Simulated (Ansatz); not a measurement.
Reaction (ligand exchange at a B–C bond): `N#CBF` + `C[Si](C)(C)O` → `C[Si](C)(C)OBF` + `C#N`

Isolated molecules relaxed with PBE0-D4/def2-TZVP in Ansatz; ΔE leaves out vibrations. CCSD(T)/CBS is the MP2 limit (def2-TZVPP, def2-QZVPP) plus CCSD(T) − MP2 in def2-TZVPP, frozen cores. This one scheme is used for every species. Functionals use def2-TZVPP. HSE06 is defined as in plane-wave codes. One conformer a species, not always the lowest.

(1) Is it downhill or uphill in electronic energy at CCSD(T)/CBS, and by how much? (An estimate is asked.)

(2) What do these levels give: r2SCAN-D4, PBE0-D4, HSE06-D4, BLYP, PBE0, SCS-MP2/def2-TZVPP? (An estimate is asked.)

Largest T1 diagnostic among the species: 0.015.

Results:

(1) Computed: Downhill: ΔE = -119.5 kJ/mol.

(2) Computed: r2SCAN-D4 -118.0, PBE0-D4 -115.3, HSE06-D4 -115.0, BLYP -108.9, PBE0 -111.7, SCS-MP2/def2-TZVPP -117.4 kJ/mol.

From PBE to PBE0 (25 % exact exchange), in def2-TZVPP and without D4, ΔE moves by −4.5 kJ/mol. Leaving LDA and LC-ωPBE aside and taking each functional with its dispersion term where it has one, the values, not all of them listed here, spread over 15.6 kJ/mol, from BHLYP-D4 to revPBE-D4. LDA lies −11.8 kJ/mol from PBE without D4.
